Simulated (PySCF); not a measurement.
CH4BeOS, SMILES C[O][Be][SH].

Coordinates come from a B3LYP-D3(BJ)/def2-SVP optimisation. One conformer was computed; it need not be the lowest.

The numbers are results of PySCF with ωB97X/def2-TZVPD, not measurements.

Gas-phase values at a fixed geometry.

| Quantity | Value |
|---|---|
| total energy | -528.79327 hartree |
| highest occupied level | -9.70 eV |
| lowest empty level | 1.11 eV |
| orbital gap | 10.81 eV |
| dipole moment | 2.20 D |
| quadrupole, principal values (traceless, Buckingham form, about the centre of nuclear charge) | -3.09, -1.95, 5.04 D·Å |
| mean static polarisability | 54.3 bohr³ (8.05 Å³) |
| polarisability, principal values | 46.5, 47.0, 69.4 bohr³ |
